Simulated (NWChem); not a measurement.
System: C$_{2}$H$_{6}$NO cation; SMILES CC(N)=[OH+]

The following NWChem deck was run.

```
start job
memory heap 200 mb stack 900 mb global 1100 mb
charge 1
geometry units angstroms noautosym nocenter noautoz
  C      0.148485    -1.408214     0.001206
  C     -0.005244     0.063343     0.000463
  N      1.012365     0.873986    -0.000274
  O     -1.171441     0.622377    -0.000023
  H     -0.351138    -1.826242     0.890503
  H      1.200043    -1.717626     0.006410
  H     -0.344691    -1.827209    -0.891154
  H      0.867454     1.883802    -0.001001
  H      1.965949     0.524764    -0.000322
  H     -1.906677    -0.010805     0.000761
end
basis spherical
  * library 6-31g*
end
dft
  xc pbe0
  iterations 150
end
cosmo
  do_cosmo_smd true
  solvent meg
end
task dft energy
```

Output (shortened):

```
             Northwest Computational Chemistry Package (NWChem) 7.3.0
             --------------------------------------------------------

                             Geometry "geometry" -> ""
                             -------------------------

 Output coordinates in angstroms (scale by  1.889725989 to convert to a.u.)

  No.       Tag          Charge          X              Y              Z
 ---- ---------------- ---------- -------------- -------------- --------------
    1 C                    6.0000     0.14848500    -1.40821400     0.00120600
    2 C                    6.0000    -0.00524400     0.06334300     0.00046300
    3 N                    7.0000     1.01236500     0.87398600    -0.00027400
    4 O                    8.0000    -1.17144100     0.62237700    -0.00002300
    5 H                    1.0000    -0.35113800    -1.82624200     0.89050300
    6 H                    1.0000     1.20004300    -1.71762600     0.00641000
    7 H                    1.0000    -0.34469100    -1.82720900    -0.89115400
    8 H                    1.0000     0.86745400     1.88380200    -0.00100100
    9 H                    1.0000     1.96594900     0.52476400    -0.00032200
   10 H                    1.0000    -1.90667700    -0.01080500     0.00076100

 Effective nuclear repulsion energy (a.u.)     131.1408248828

                                 NWChem DFT Module
                                 -----------------

 Summary of "ao basis" -> "ao basis" (spherical)
 ------------------------------------------------------------------------------
       Tag                 Description            Shells   Functions and Types
 ---------------- ------------------------------  ------  ---------------------
 C                           6-31g*                  6       14   3s2p1d
 N                           6-31g*                  6       14   3s2p1d
 O                           6-31g*                  6       14   3s2p1d
 H                           6-31g*                  2        2   2s

 in cosmo_initialize ...
 calling solv_data for solv:meg

 solvent parameters
 solvname_short: meg
 solvname_long:  1,2-ethanediol
 dielec:       40.2450
 dielecinf:     2.0501
 nonaqueous SMD model solvent descriptors
 dielec:       40.2450
 sola:          0.5800
 solb:          0.7800
 solc:          0.0000
 solg:         69.0700
 solh:          0.0000
 soln:          1.4318

          ---------------
          -cosmo- solvent
          ---------------
 Cosmo: York-Karplus, doi: 10.1021/jp992097l
 dielectric constant -eps-     =  40.24
 screen = (eps-1)/(eps    )    =   0.97515
 surface charge correction     = lagrangian

   van der Waals surface
 --------------------------

[...]

                                COSMO-SMD solvation results
                                ---------------------------

             internal energy in gas <Psi(g)|H|Psi(g)> =      -209.316391276069
         internal energy in solvent <Psi(s)|H|Psi(s)> =      -209.315294697142
                               delta internal energy  =         0.001096578926 (    0.69 kcal/mol)
   total free energy in solvent <Psi(s)|H+V/2|Psi(s)> =      -209.427922010953
 polarization energy contribution <Psi(s)|V/2|Psi(s)> =        -0.112627313810 (  -70.67 kcal/mol)
    total free energy in solvent including G(SMD-CDS) =      -209.421700880032
                       G(SMD-CDS) energy contribution =         0.006221130921 (    3.90 kcal/mol)
     1 M fixed-concentration free energy of solvation =        -0.105309603963 (  -66.08 kcal/mol)

                       DFT Final Molecular Orbital Analysis
                       ------------------------------------

 Vector   14  Occ=2.000000D+00  E=-4.243922D-01
              MO Center= -3.0D-01, -9.9D-01,  9.2D-04, r^2= 2.3D+00
   Bfn.  Coefficient  Atom+Function         Bfn.  Coefficient  Atom+Function
  ----- ------------  ---------------      ----- ------------  ---------------
     5      0.396921   1 C  pz               47     -0.323080   4 O  pz
     9      0.230053   1 C  pz               51     -0.225638   4 O  pz
    57      0.205881   5 H  s                61     -0.206736   7 H  s
    58      0.132398   5 H  s                62     -0.132734   7 H  s
    33     -0.093417   3 N  pz               19     -0.078520   2 C  pz

 Vector   15  Occ=2.000000D+00  E=-4.207838D-01
              MO Center= -2.6D-01, -4.1D-01,  2.6D-03, r^2= 2.8D+00
   Bfn.  Coefficient  Atom+Function         Bfn.  Coefficient  Atom+Function
  ----- ------------  ---------------      ----- ------------  ---------------
    46      0.426497   4 O  py                3     -0.294462   1 C  px
    50      0.293890   4 O  py               59     -0.213910   6 H  s
    18     -0.205798   2 C  py                4      0.193356   1 C  py
    60     -0.164292   6 H  s                 7     -0.139988   1 C  px
    48      0.110515   4 O  s                20      0.104473   2 C  s

 Vector   16  Occ=2.000000D+00  E=-3.594712D-01
              MO Center=  2.7D-01,  6.9D-01, -1.6D-04, r^2= 1.9D+00
   Bfn.  Coefficient  Atom+Function         Bfn.  Coefficient  Atom+Function
  ----- ------------  ---------------      ----- ------------  ---------------
    33      0.501719   3 N  pz               37      0.391979   3 N  pz
    47     -0.382309   4 O  pz               51     -0.288423   4 O  pz
    19      0.125211   2 C  pz                5     -0.068428   1 C  pz
    58     -0.063661   5 H  s                62      0.063572   7 H  s
    57     -0.044965   5 H  s                61      0.045157   7 H  s

 Vector   17  Occ=0.000000D+00  E=-3.460539D-02
              MO Center=  6.7D-02,  1.1D-01,  1.3D-04, r^2= 2.0D+00
   Bfn.  Coefficient  Atom+Function         Bfn.  Coefficient  Atom+Function
  ----- ------------  ---------------      ----- ------------  ---------------
    19      0.581915   2 C  pz               23      0.560301   2 C  pz
    37     -0.418052   3 N  pz               33     -0.328879   3 N  pz
    51     -0.297863   4 O  pz               58     -0.268052   5 H  s
    62      0.269306   7 H  s                47     -0.266586   4 O  pz
    57     -0.104690   5 H  s                61      0.105157   7 H  s

 Vector   18  Occ=0.000000D+00  E= 7.109549D-02
              MO Center= -1.7D-01, -1.7D-01,  1.3D-03, r^2= 5.7D+00
   Bfn.  Coefficient  Atom+Function         Bfn.  Coefficient  Atom+Function
  ----- ------------  ---------------      ----- ------------  ---------------
    68     -0.866962  10 H  s                34      0.854945   3 N  s
    66     -0.771812   9 H  s                48      0.679529   4 O  s
     6      0.633025   1 C  s                60     -0.594444   6 H  s
     8     -0.405996   1 C  py               58     -0.331233   5 H  s
    62     -0.330281   7 H  s                64     -0.307073   8 H  s

 Vector   19  Occ=0.000000D+00  E= 1.098549D-01
              MO Center=  3.6D-01,  1.2D+00, -1.8D-04, r^2= 4.5D+00
   Bfn.  Coefficient  Atom+Function         Bfn.  Coefficient  Atom+Function
  ----- ------------  ---------------      ----- ------------  ---------------
    64      1.340072   8 H  s                34     -1.130164   3 N  s
    68     -0.547260  10 H  s                 6     -0.471980   1 C  s
    36     -0.447520   3 N  py               48      0.418335   4 O  s
    66      0.306526   9 H  s                58      0.297026   5 H  s
    62      0.293543   7 H  s                 7      0.231359   1 C  px

     Multipole analysis of the density
     ---------------------------------

     L   x y z        total         alpha         beta         nuclear
     -   - - -        -----         -----         ----         -------
     0   0 0 0      1.000000    -16.000000    -16.000000     33.000000

     1   1 0 0      0.364672      0.177221      0.177221      0.010229
     1   0 1 0     -0.235255     -0.169005     -0.169005      0.102756
     1   0 0 1      0.001043     -0.011865     -0.011865      0.024772

     2   2 0 0     -7.984011    -54.379520    -54.379520    100.775029
     2   1 1 0      3.310301     -0.131407     -0.131407      3.573115
     2   1 0 1     -0.002650      0.001252      0.001252     -0.005153
     2   0 2 0    -11.563496    -66.162295    -66.162295    120.761094
     2   0 1 1     -0.004446      0.038535      0.038535     -0.081516
     2   0 0 2    -17.245644    -11.456826    -11.456826      5.668009
```

Level: PBE0/6-31G* (spherical d), SMD on the gas-phase geometry. All runs use the structure optimised with PBE0/def2-SVP. Solvent: ethylene glycol.
